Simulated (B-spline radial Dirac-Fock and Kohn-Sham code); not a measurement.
**How the binding energies of Pt⁵⁹⁺ add up**

System: Pt⁵⁹⁺, configuration 1s2 2s2 2p6 3s2 3p6 3d1; nuclear rms radius 5.427 fm (A = 195).

Input of the calculation (task.json; shells as n, l, electrons):

```json
{"items": [{
  "Z": 78,
  "q": 59,
  "cfg": [[1, 0, 2], [2, 0, 2], [2, 1, 6], [3, 0, 2], [3, 1, 6], [3, 2, 1]],
  "A": 195,
  "rrms": 5.427,
  "do": ["binding"]
}]}
```

Run with: `python xray_run.py task.json out`

Calculated with a radial atomic solver, using Dirac-Fock (average of configuration) total-energy differences with a finite nucleus, the Breit interaction including its frequency dependence, and self-energy and vacuum-polarisation corrections. No correlation. Energies are counted from the vacuum level.

All terms are in eV, carry their sign (relaxation lowers the binding energy) and add up to the binding energy; ⟨r⟩ is the mean radius of the orbital in the initial state.

```csv
subshell,−ε (Koopmans),relaxation,Gaunt,retardation,QED,binding energy,⟨r⟩ (bohr)
K (1s),83311.6,-37.88,-304.36,28.55,-143.96,82853.9,0.017
L1 (2s),18274.9,-9.35,-34.59,2.43,-22.06,18211.3,0.071
L2 (2p1/2),17699.6,-12.29,-56.16,5.20,-0.44,17635.9,0.059
L3 (2p3/2),15940.1,-10.09,-37.45,7.74,-2.45,15897.8,0.067
M1 (3s),7077.5,-1.23,-8.23,0.77,-5.87,7062.9,0.175
M2 (3p1/2),6840.0,-1.54,-13.61,1.47,-0.34,6826.0,0.165
M3 (3p3/2),6389.8,-1.24,-9.21,2.24,-0.80,6380.8,0.178
"M4,5 (3d)",6051.8,-1.69,-4.71,0.97,0.17,6046.6,0.156
```

For the deepest level, K (1s), the Breit terms make up -0.333 % of the binding energy, QED -0.174 % and orbital relaxation -0.046 %.

Spin-orbit splittings: 2p 1738.1 eV, 3p 445.2 eV.

Going to the tabulated ground configuration of the next ion removes an electron from M4,5 (3d), computed at 6046.6 eV. NIST lists 6106 ± 7 eV as the ionisation energy of this species (theoretical), +59.43 eV from the computed value. Where a p, d or f shell is open in either ion the computed value averages over both j values and all terms, while the table refers to the lowest levels; that difference holds spin-orbit splitting (largest in heavy or highly charged ions), term energies where several electrons share open shells, and correlation, and it can reach 10 % or more.
